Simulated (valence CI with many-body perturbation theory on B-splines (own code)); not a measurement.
**Dy60+: what the settings do**

Computed by relativistic CI+MBPT: four valence electrons over a frozen Dirac-Fock core [He], radial functions for each j: 6 s, 6 p, 5 d, 3 f, 1 g, with the one-electron correlation potential Σ1, the two-electron term Σ2, the three-electron term Σ3, Breit, model QED; selected CI, second order for the rest, scaled by the run's own slope (own B-spline code, finite nucleus).

The last digits are not significant, and no measured levels were compared; by estimate large intervals hold to a few tenths of a per cent, small ones and those within an open d or f shell to about a per cent.

The reference run has the lowest level (2s^2 2p1/2^2) J=0 and an ionisation energy of 14145.1 eV. Its largest variational space holds 9429 state functions.

Levels are named by their leading jj configuration (3d3/2^4 stands for four electrons in 3d with j = 3/2), which in mixed levels can hold well under half, so a name can repeat and another be missing. Letters in brackets count levels of one name in rising energy.

Changed runs:
A. shift of the energy in Σ1 (hartree) 0 → -68.267; Breit term on → off
B. screening of Σ1 on → off
C. cutoff of virtual states (hartree) 8712 → 6840
D. start configuration 2s2 2p2 → 2s4 (bad on purpose)

Excitation energies of the reference run in cm⁻¹, and shifts in cm⁻¹:

| Level | Reference | A | B | C |
| --- | --- | --- | --- | --- |
| (2s^2 2p1/2 2p3/2) J=1 | 6715820 | +106656 | -0.3 | -25 |
| (2s^2 2p1/2 2p3/2) J=2 | 6858630 | +152971 | -0.3 | -27 |
| (2s 2p1/2^2 2p3/2) J=2 | 8744660 | +38978 | +0.3 | -138 |
| (2s 2p1/2^2 2p3/2) J=1 | 9360940 | +21898 | +0.3 | -142 |
| (2s^2 2p3/2^2) J=2 | 13722400 | +231336 | -0.7 | -56 |
| (2s^2 2p3/2^2) J=0 | 14153700 | +181251 | -0.7 | -57 |
| (2s 2p1/2 2p3/2^2) J=2 [a] | 15263100 | +130584 | -0.1 | -160 |
| (2s 2p1/2 2p3/2^2) J=3 | 15598600 | +200466 | -0.1 | -163 |
| (2s 2p1/2 2p3/2^2) J=0 | 16012800 | +94317 | -0.1 | -163 |
| (2s 2p1/2 2p3/2^2) J=1 [a] | 16171400 | +123950 | -0.1 | -165 |
| (2s 2p1/2 2p3/2^2) J=2 [b] | 16251700 | +169064 | -0.1 | -166 |
| (2s 2p1/2 2p3/2^2) J=1 [b] | 16280700 | +119276 | -0.1 | -165 |
| Ionisation energy (eV) | 14145.1 | +26.6 | -0.0011 | -0.01 |

Run D: It gave no result: a shell was given more electrons than it holds. The program said: "a valence shell holds more than 4l+2 electrons".
